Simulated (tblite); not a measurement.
Compound: C4H11BP (charge -1).
Z-matrix (Å and degrees, GFN2-xTB geometry), rows numbered from 1:
```
P 
B   1  2.0103
C   2  1.6347  1  107.98
C   3  1.5454  2  118.88  1    72.24
C   4  1.5324  3   89.79  2   133.12
C   5  1.5321  4   89.47  3   -12.12
H   1  1.3865  2   97.84  3  -164.69
H   1  1.3861  2   98.82  3   -72.83
H   2  1.2125  1  105.61  3  -118.77
H   2  1.2100  1  108.13  3   121.84
H   3  1.0965  2  110.94  1   -55.86
H   4  1.0927  3  116.91  2  -107.36
H   4  1.0903  3  111.96  2    18.75
H   5  1.0946  4  116.52  3  -131.73
H   5  1.0930  4  112.70  3   102.31
H   6  1.0931  3  117.10  2   106.49
H   6  1.0904  3  111.87  2   -19.71
```

All values are computed: GFN2-xTB (tblite) harmonic vibrations without scaling, gas phase. Against measured fundamentals such values can be off by several per cent, at times by over 20. Modes of hydrogen on boron and phosphorus can be 10 to 20 % off. One conformer, not necessarily the lowest.

Harmonic wavenumbers (cm⁻¹): 59.7, 88.1, 124.3, 166.7, 271.1, 335.5, 531.0, 604.7, 611.1, 690.4, 774.0, 808.0, 825.5, 866.5, 928.0, 979.6, 1010.1, 1020.2, 1036.6, 1068.2, 1074.6, 1124.2, 1188.0, 1189.3, 1199.4, 1223.2, 1235.1, 1241.3, 1263.2, 1272.1, 1280.0, 1485.5, 1489.0, 1508.0, 2195.6, 2223.3, 2275.7, 2324.8, 2894.1, 2908.3, 2928.4, 2935.7, 2954.4, 2977.2, 2980.9.

A = 7176, B = 1329, C = 1199 MHz; mass 101.069 u (most abundant isotopes); point group C1, symmetry number 1.

Zero-point energy?

Half the sum of the wavenumbers: 30085 cm⁻¹ = 359.90 kJ/mol.

Give the ideal-gas entropy at 273.15 K and 1 bar in the rigid-rotor, harmonic-oscillator model (classical rotation).

Translation 164.60, rotation 114.94, vibration 76.33: S = 355.9 J/(mol K).

And Cp and H(273.15 K) − H(0)?

Cp = 116.91 J/(mol K), of which vibrations give 83.65 (their classical limit is 45 R = 374.2); H(273.15 K) − H(0) = 20.14 kJ/mol without the zero-point energy, 11.06 from vibrations.

Blend soft modes into free rotors: weight 1/[1 + (100 cm⁻¹/ν̃)⁴] for the oscillator and the rest for a rotor with moment μB/(μ + B), μ = h/(8π²ν), B = 10⁻⁴⁴ kg m². What vibrational entropy results?

70.55 J/(mol K) in place of 76.33, which changes −T·S at 273.15 K by +1.58 kJ/mol.

What must be added to the electronic energy to get the Gibbs energy at 273.15 K and 1 bar?

ZPE + [H(273.15 K) − H(0)] − T·S = 359.90 + 20.14 − 97.21 = 282.83 kJ/mol.

How do the functions run with temperature in this model?

```
 T (K)  S (J/(mol K))  Cp (J/(mol K))  H − H(0) (kJ/mol)  G − H(0) (kJ/mol)  ln q(vib)
    50          231.9            49.8               1.97              -9.62       0.32
   100          271.4            64.8               4.87             -22.28       1.19
298.15          366.5           126.7              23.19             -86.10       4.76
373.15          398.2           156.3              33.80            -114.78       6.12
   500          450.3           200.9              56.55            -168.61       8.52
   750          544.7           264.0             115.26            -293.25      13.37
  1000          626.6           304.8             186.72            -439.91      18.10
```

q(vib) and H(0) count from the zero-point level.

Hindered rotation and anharmonicity are outside this model. Other conformers, if any are populated, would add a mixing term that is left out. The structure is chiral; the term R ln 2 for an equal mix with its mirror image is left out.

Run on an x86-64 server with one thread, on a shared host. The figure is for the frequency step alone.
